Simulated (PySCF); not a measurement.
Radial density of Al⁺ (aluminium, charge +1)

PBEsol, [Ne] 3s1 4s1, high-spin 3S determinant (an excited configuration). Computed with PySCF 2.14 in dyall-av3z (19s12p3d2f, 84 functions), with the non-relativistic Hamiltonian (point nucleus).

```json
{"r (bohr)": "0.00224", "4πr²ρ (e/bohr)": "0.08347", "4πr²(ρα − ρβ)": "0.0003"}
{"r (bohr)": "0.00377", "4πr²ρ (e/bohr)": "0.2270", "4πr²(ρα − ρβ)": "0.0008"}
{"r (bohr)": "0.00635", "4πr²ρ (e/bohr)": "0.6005", "4πr²(ρα − ρβ)": "0.0021"}
{"r (bohr)": "0.0107", "4πr²ρ (e/bohr)": "1.518", "4πr²(ρα − ρβ)": "0.0053"}
{"r (bohr)": "0.0180", "4πr²ρ (e/bohr)": "3.556", "4πr²(ρα − ρβ)": "0.0122"}
{"r (bohr)": "0.0302", "4πr²ρ (e/bohr)": "7.330", "4πr²(ρα − ρβ)": "0.0245"}
{"r (bohr)": "0.0508", "4πr²ρ (e/bohr)": "12.23", "4πr²(ρα − ρβ)": "0.0373"}
{"r (bohr)": "0.0854", "4πr²ρ (e/bohr)": "14.50", "4πr²(ρα − ρβ)": "0.0311"}
{"r (bohr)": "0.144", "4πr²ρ (e/bohr)": "10.92", "4πr²(ρα − ρβ)": "-0.0012"}
{"r (bohr)": "0.242", "4πr²ρ (e/bohr)": "8.747", "4πr²(ρα − ρβ)": "0.0307"}
{"r (bohr)": "0.407", "4πr²ρ (e/bohr)": "12.43", "4πr²(ρα − ρβ)": "0.1301"}
{"r (bohr)": "0.684", "4πr²ρ (e/bohr)": "8.964", "4πr²(ρα − ρβ)": "0.0147"}
{"r (bohr)": "1.15", "4πr²ρ (e/bohr)": "2.081", "4πr²(ρα − ρβ)": "0.2144"}
{"r (bohr)": "1.93", "4πr²ρ (e/bohr)": "0.6729", "4πr²(ρα − ρβ)": "0.6068"}
{"r (bohr)": "3.25", "4πr²ρ (e/bohr)": "0.2126", "4πr²(ρα − ρβ)": "0.2124"}
{"r (bohr)": "5.47", "4πr²ρ (e/bohr)": "0.2596", "4πr²(ρα − ρβ)": "0.2596"}
{"r (bohr)": "9.21", "4πr²ρ (e/bohr)": "0.02743", "4πr²(ρα − ρβ)": "0.0274"}
{"r (bohr)": "15.5", "4πr²ρ (e/bohr)": "0.0001881", "4πr²(ρα − ρβ)": "0.0002"}
```

The outer electron is Rydberg-like, and this basis confines it to a smaller radius and binds it less than a complete one would.
